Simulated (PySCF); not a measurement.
**Two-component Hartree-Fock for Ba²⁷⁺ (barium, charge +27)**

Start: [Ar] 3d10 4s1; 4s1/2 filled at m_j = +1/2. Calculated with PySCF 2.14 in an uncontracted even-tempered set (17 s from 2.3 bohr⁻², ratio 2.8; 13 p from 2.9 bohr⁻², ratio 2.8; 8 d from 5.2 bohr⁻², ratio 2.8; 4 f from 12 bohr⁻², ratio 3): generalised Hartree-Fock with the X2C-1e Hamiltonian and a Gaussian nucleus; one run each with spin-orbit coupling (SO) switched off, then screened by Boettger's factors.

```csv
spinor shell,electrons,"ε, spin-free (eV)","ε, screened SO (eV)",weight of nominal j (screened SO),"rms radius, screened SO (bohr)"
1s1/2,2,-38542.2,-38538.0,1.000,0.0292
2s1/2,2,-6944.1,-6942.8,1.000,0.119
2p1/2,2,-6315.8,-6583.6,1.000,0.102
2p3/2,4,-6315.8,-6196.9,1.000,0.108
3s1/2,2,-2157.4,-2157.1,1.000,0.307
3p1/2,2,-1950.2,-2005.4,1.000,0.298
3p3/2,4,-1950.2,-1925.6,1.000,0.309
3d3/2,4,-1658.3,-1668.3,0.999,0.278
3d5/2,6,-1658.3,-1651.4,1.000,0.282
4s1/2,1,-968.45,-968.40,1.000,0.662
```

```tsv
quantity	spin-free	screened SO
E (hartree)	-7767.92669	-7770.90996
M_J	1/2	1/2
⟨J²⟩	0.750	0.750
⟨L²⟩	0.000	0.018
⟨S²⟩	0.750	0.768
```

Each row is a mean over spinors that exchange with the open shell spreads, by up to 3.791 eV (3s1/2).

Breit and QED terms are absent; they matter most for the inner s and p1/2 levels.

Densities and radii are taken from the X2C orbitals without a picture-change correction, which distorts them close to the nucleus.

Without spin-orbit coupling the j labels of p, d and f shells carry no meaning; the spin-free column gives the mean over the occupied spinors of each nl shell.
